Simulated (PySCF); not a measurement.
# Effect of structural changes

Method used: TDA PBE0/def2-SVP excited states, vertical, gas phase (PySCF 2.14.0). Geometry: GFN2-xTB.

Each molecule in one low-energy conformer. The parent is O=Cc1ccc(Cc2ccccc2)cc1.

Problem. How does the vertical S1–T1 gap change along this series?
- O=Cc1ccc(Cc2ccccc2)cc1 (base)
- Cc1ccc(Cc2ccc(C=O)cc2)cc1 (H replaced by CH3)
- O=Cc1ccc(Cc2ccc(F)cc2)cc1 (H replaced by F)

Solution. 
```tsv
molecule	S1 (eV)	S1 from	f(S1)	T1 (eV)	T1 from	S1 − T1 (eV)	S0–T1 spin-orbit coupling (cm⁻¹)	S1–T1 spin-orbit coupling (cm⁻¹)
O=Cc1ccc(Cc2ccccc2)cc1	3.75	HOMO−1→LUMO	0.000	3.18	HOMO−1→LUMO	0.57	48.50	0.17
Cc1ccc(Cc2ccc(C=O)cc2)cc1	3.75	HOMO−1→LUMO	0.000	3.18	HOMO−1→LUMO	0.57	48.51	0.17
O=Cc1ccc(Cc2ccc(F)cc2)cc1	3.74	HOMO−1→LUMO	0.000	3.17	HOMO−1→LUMO	0.57	48.49	0.17
```
The vertical S1–T1 gap is lowest for Cc1ccc(Cc2ccc(C=O)cc2)cc1 and highest for O=Cc1ccc(Cc2ccc(F)cc2)cc1.
